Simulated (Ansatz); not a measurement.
Consider the redistribution: `O[SiH](F)NBS` + `CN[SiH2]O` → `O[SiH2]N[SiH](O)F` + `CNBS`.

Program: Ansatz. Geometries: PBE0-D4/def2-TZVP. ΔE: electronic, gas phase. CCSD(T)/CBS adds triple-zeta CCSD(T) − MP2 to the extrapolated MP2 energy (def2 sets, frozen cores). Each species was taken in one conformer, which may not be the lowest.

`O[SiH](F)NBS`:

Cartesian coordinates in Å:
```
O -0.161 -2.226 -0.408
Si -0.412 -0.851 -1.231
F 0.346 -0.847 -2.634
N 0.224 0.526 -0.410
B 0.030 0.828 0.952
S 0.722 2.338 1.663
H 0.695 -2.375 -0.004
H -1.856 -0.799 -1.497
H 0.737 1.185 -0.981
H -0.593 0.077 1.642
H 0.269 2.143 2.909
```

`CN[SiH2]O`:

Cartesian coordinates in Å:
```
C -1.425 0.211 0.634
N 0.009 0.131 0.805
Si 1.160 0.183 -0.452
O 1.486 -1.218 -1.263
H -1.917 -0.770 0.626
H -1.649 0.700 -0.317
H -1.887 0.813 1.422
H 0.291 -0.236 1.700
H 2.464 0.542 0.149
H 0.640 1.184 -1.423
H 0.828 -1.541 -1.880
```

`O[SiH2]N[SiH](O)F`:

Z-matrix (Å, degrees):
```
Si
N 1 1.728
O 1 1.643 2 113.3
H 1 1.486 2 105.2 3 -122.6
H 1 1.478 2 111.2 3 116.0
Si 2 1.699 1 129.0 3 -65.9
H 2 1.011 1 115.4 3 113.5
H 3 0.958 1 117.9 2 -53.5
O 6 1.632 2 107.4 1 -145.5
F 6 1.600 2 112.8 1 96.9
H 6 1.475 2 109.5 1 -20.6
H 9 0.958 6 117.8 2 -157.7
```

`CNBS`:

Cartesian coordinates in Å:
```
C -0.704 -0.527 1.291
N 0.185 0.257 0.467
B 0.300 0.170 -0.914
S 1.478 1.241 -1.796
H -0.153 -1.130 2.019
H -1.410 0.106 1.839
H -1.277 -1.202 0.656
H 0.753 0.912 0.981
H -0.376 -0.607 -1.520
H 1.204 0.780 -3.023
```

```tsv
species	HF/CBS(def2) energy (Eh)
`O[SiH](F)NBS`	-943.22613
`CN[SiH2]O`	-460.36646
`O[SiH2]N[SiH](O)F`	-885.43107
`CNBS`	-518.17047
```

Problem. Work out ΔE.

Solution. ΔE = (-885.43107) + (-518.17047) − (-943.22613) − (-460.36646) = -0.00895 Eh = -23.5 kJ/mol. CCSD(T)/CBS gives -23.7 kJ/mol.

Largest T1 diagnostic among the species: 0.012.
